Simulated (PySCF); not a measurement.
SMILES CC(C)(C)C[SiH2]C#N at its GFN2-xTB optimised geometry (Å):

```
21

C     -0.6538    -2.4476    -1.2224
C     -0.1428    -1.6845     0.0000
C      1.3861    -1.6845     0.0000
C     -0.6408    -2.3880     1.2682
C     -0.6818    -0.2463     0.0000
Si    -0.1706     0.8826    -1.4421
C     -1.0537     2.4979    -1.1159
N     -1.5954     3.4876    -0.9164
H     -0.3369    -3.4876    -1.1783
H     -0.2659    -2.0151    -2.1418
H     -1.7409    -2.4245    -1.2628
H      1.7646    -2.6980     0.1156
H      1.7748    -1.2834    -0.9334
H      1.7702    -1.0820     0.8205
H     -1.7285    -2.3959     1.3017
H     -0.2921    -3.4184     1.2966
H     -0.2750    -1.8802     2.1584
H     -1.7748    -0.2894     0.0331
H     -0.3744     0.2349     0.9336
H     -0.6452     0.4376    -2.7556
H      1.2570     1.2148    -1.4634
```

Computed with PBE0/def2-SVP (PySCF). Cells within 0.4 Å of a nucleus heavier than hydrogen are left out (blank, or x).

Map of the electrostatic potential (hartree/e), clipped to [-0.08, 0.12] on the plane z = 0.0 Å:

```
|32222211111112222333333333333|
|32222211000111222333333333333|
|32222110000011222333333333333|
|32222110000111222333333333333|
|32222110023322223333333333333|
|32222111158632223333333333333|
|33222211257643333333333333333|
|33322221235654444333333333333|
|33332222235776554444333333333|
|33333322335677665444443333333|
|33333333345678876544444433333|
|33333333445689986544444443333|
|33333344456999986544444444333|
|33334445699999986544444444433|
|333444469999xx996554444444433|
|333444569999xx997665444444443|
|33444445999999999999544444443|
|34444445567999999999844444443|
|3444444455699xx99xx9954444444|
|3444444455699xx99xx9954444444|
|34444444455899999999954444444|
|34444444445799987999954444444|
|34444444444566655899854444444|
|34444444444455555577544444444|
|34444444444445544455444444444|
|33444444444444444444444444444|
|33444444444444444444444444443|
|33344444444444444444444444443|
|33334444444444444444444444443|
```
Scale: ten equal steps from -0.072 (start of '0') to 0.120 (end of '9'), in the order '0123456789'; x runs from -5.50 to 5.50, y from -5.50 (bottom) to 5.50 (top).
